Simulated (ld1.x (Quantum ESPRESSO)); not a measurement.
# Configuration tests for Rh (RRKJ)

- Element: Rh
- Generator: ld1.x (Quantum ESPRESSO) 7.5
- Type: norm-conserving RRKJ (Kleinman–Bylander form)
- Functional: PBE
- Relativity: scalar-relativistic
- Frozen core: [Ar] 3d10 4s2
- Valence charge: 15
- Reference configuration: 4p6 4d6 5s0 5p0 (charge +3)
- Partial waves: 4p (bound): rc 0.95 bohr; 4d (bound): rc 1.20 bohr; 5s (bound, empty): rc 1.65 bohr
- Local potential: the s channel
- Core correction: Bessel-smoothed model core inside 0.75 bohr

Energies are relative to the spin-unpolarised reference configuration 4p6 4d6 5s0 5p0; without spin polarisation the order of configurations can differ from experiment.

Q: Give the all-electron excitation energy and the error of the potential for: 4p6 4d8 5s1 5p0; 4p6 4d8 5s0 5p0; 4p6 4d7 5s0 5p0; 4p6 4d9 5s0 5p0; 4p6 4d7 5s1 5p1; 4p6 4d8 5s0 5p1; 4p6 4d7 5s1 5p0.

A:

```json
{"valence configuration": "4p6 4d8 5s1 5p0", "charge": "0", "ΔE all-electron (eV)": "-59.476", "error AE − PS (meV)": "-76"}
{"valence configuration": "4p6 4d8 5s0 5p0", "charge": "+1", "ΔE all-electron (eV)": "-52.016", "error AE − PS (meV)": "-289"}
{"valence configuration": "4p6 4d7 5s0 5p0", "charge": "+2", "ΔE all-electron (eV)": "-32.505", "error AE − PS (meV)": "-89"}
{"valence configuration": "4p6 4d9 5s0 5p0", "charge": "0", "ΔE all-electron (eV)": "-60.385", "error AE − PS (meV)": "-466"}
{"valence configuration": "4p6 4d7 5s1 5p1", "charge": "0", "ΔE all-electron (eV)": "-52.857", "error AE − PS (meV)": "-361"}
{"valence configuration": "4p6 4d8 5s0 5p1", "charge": "0", "ΔE all-electron (eV)": "-55.873", "error AE − PS (meV)": "-543"}
{"valence configuration": "4p6 4d7 5s1 5p0", "charge": "+1", "ΔE all-electron (eV)": "-48.349", "error AE − PS (meV)": "+38"}
```

Levels in the configuration 4p6 4d8 5s0 5p0:

| level | all-electron (eV) | pseudo (eV) |
| --- | --- | --- |
| 4p | -58.145 | -57.765 |
| 4d | -13.583 | -13.372 |

Note: ghost state, extra bound levels that the all-electron valence spectrum of the same l lacks: s at -19.2 eV. A true bound ghost makes a file unfit for plane-wave use.
